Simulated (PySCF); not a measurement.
This PySCF input asks for the NMR shieldings of SMILES CN[Si@H](CO[SiH3])N(C)C, C₄H₁₆N₂OSi₂; the geometry comes from GFN2-xTB.

```python
import basis_set_exchange as bse
import numpy as np
from pyscf import gto, dft
from pyscf.prop import nmr

atoms = """
C    -1.485529    2.833993    0.932738
N    -1.548031    1.408315    0.705041
Si   -0.179080    0.363680    0.605938
C     0.906190    1.084607   -0.786852
O     1.967234    0.278290   -1.227451
Si    3.176189   -0.405791   -0.412745
N    -0.799000   -1.180656    0.204610
C    -1.612043   -1.921793    1.134433
C    -0.339629   -1.985906   -0.899971
H    -0.602125    3.228541    0.438841
H    -1.427971    3.084517    1.997285
H    -2.367033    3.319885    0.509950
H    -2.388478    1.012506    1.099885
H     0.641539    0.323926    1.840292
H     0.299531    1.310638   -1.668930
H     1.321251    2.035187   -0.433674
H     2.710137   -1.459232    0.497713
H     3.930962   -0.923889   -1.544156
H     3.937799    0.572960    0.377211
H    -1.080262   -2.806030    1.505812
H    -2.535398   -2.254566    0.650814
H    -1.872762   -1.294757    1.982023
H     0.261644   -1.383154   -1.571071
H    -1.195344   -2.388130   -1.451983
H     0.269275   -2.828996   -0.550128
"""
names = dict.fromkeys(["C", "N", "Si", "O", "H"], "pcSseg-1")
basis = {el: gto.basis.parse(bse.get_basis(n, elements=[el], fmt="nwchem")) for el, n in names.items()}
mol = gto.M(atom=atoms, basis=basis, charge=0, verbose=0)
mf = dft.RKS(mol, xc="PBE0")
mf.grids.level = 2
mf.grids.alignment = dft.numint.BLKSIZE   # the property module wants whole blocks of grid points
mf.conv_tol = 1e-9
mf.kernel()

calc = nmr.RKS(mf)   # GIAO
C = mf.mo_coeff
Co = C[:, mf.mo_occ > 0]
resp = mf.gen_response(singlet=True, hermi=2)
def vind(x):   # induced exchange potential for any number of trial vectors
    d = np.einsum("pi,xij,qj->xpq", C, 2 * x.reshape(-1, C.shape[1], Co.shape[1]), Co, optimize=True)
    return np.einsum("xpq,pi,qj->xij", resp(d - d.transpose(0, 2, 1)), C, Co, optimize=True).ravel()
mo1, _ = nmr.rhf.solve_mo1(calc, with_cphf=vind)
sigma = calc.kernel(mo1)
for i, s in enumerate(sigma):   # ppm
    print("%2d %-2s %9.2f" % (i, mol.atom_pure_symbol(i), np.trace(s) / 3))
```

Question: What does it print?

Answer: 
```
 0 C     156.95
 1 N     242.91
 2 Si    379.58
 3 C     128.90
 4 O     356.32
 5 Si    388.71
 6 N     247.25
 7 C     147.25
 8 C     147.00
 9 H      29.64
10 H      28.94
11 H      28.97
12 H      31.95
13 H      26.09
14 H      27.64
15 H      27.71
16 H      26.66
17 H      26.94
18 H      26.75
19 H      29.15
20 H      29.17
21 H      29.21
22 H      28.06
23 H      29.22
24 H      29.16
```

These numbers come from an equivalent density-fitted implementation of the same equations, which agrees with the script to about 0.01 ppm for H and up to a few tenths of a ppm for heavy atoms, so last digits may differ.

Size and cost of the density-fitted run: 247 basis functions, 80 s wall time on 1 thread of an Arm Neoverse V1, shared host; peak memory 1.1 GiB.
